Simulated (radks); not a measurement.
The numbers below are computed, except where a source is named.
Ta41+, configuration [Ar] 3d10 4s2 4p2. Code: a radial shooting solver on a logarithmic mesh with Libxc functionals. Model: Dirac Kohn-Sham, PBEsol, spin-unpolarised, spherical densities, finite nucleus; open shells are shared between the two j in proportion to 2j + 1; Fermi nuclear charge, rms radius 5.3507 fm.

Radial electron density D(r) = 4 pi r^2 rho(r):

```
   r/bohr * D(r) (the largest magnitude, 131, reaches the edge; | marks zero)
0.0007777 | *
0.0008769 |  *
0.0009887 |  *
 0.001115 |   *
 0.001257 |   *
 0.001417 |    *
 0.001598 |     *
 0.001802 |      *
 0.002031 |        *
  0.00229 |         *
 0.002582 |           *
 0.002911 |             *
 0.003283 |                *
 0.003701 |                  *
 0.004173 |                     *
 0.004705 |                        *
 0.005305 |                           *
 0.005981 |                              *
 0.006744 |                                 *
 0.007604 |                                    *
 0.008573 |                                      *
 0.009666 |                                        *
   0.0109 |                                          *
  0.01229 |                                          *
  0.01385 |                                          *
  0.01562 |                                         *
  0.01761 |                                        *
  0.01986 |                                       *
  0.02239 |                                     *
  0.02525 |                                     *
  0.02846 |                                      *
  0.03209 |                                        *
  0.03618 |                                           *
   0.0408 |                                               *
    0.046 |                                                   *
  0.05186 |                                                     *
  0.05848 |                                                      *
  0.06593 |                                                    *
  0.07434 |                                                 *
  0.08382 |                                            *
   0.0945 |                                         *
   0.1066 |                                       *
   0.1201 |                                         *
   0.1355 |                                            *
   0.1527 |                                              *
   0.1722 |                                              *
   0.1942 |                                         *
   0.2189 |                                  *
   0.2468 |                         *
   0.2783 |                 *
   0.3138 |           *
   0.3538 |        *
   0.3989 |       *
   0.4497 |     *
   0.5071 |   *
   0.5717 | *
   0.6446 |*
   0.7268 *
   0.8195 *
   0.9239 *
    1.042 *
    1.175 *
```

D(r) has 3 maxima, at r = 0.0127, 0.0571, 0.160 bohr, and minima at 0.0250, 0.106 bohr, inside which lie 2.03, 11.08 electrons.
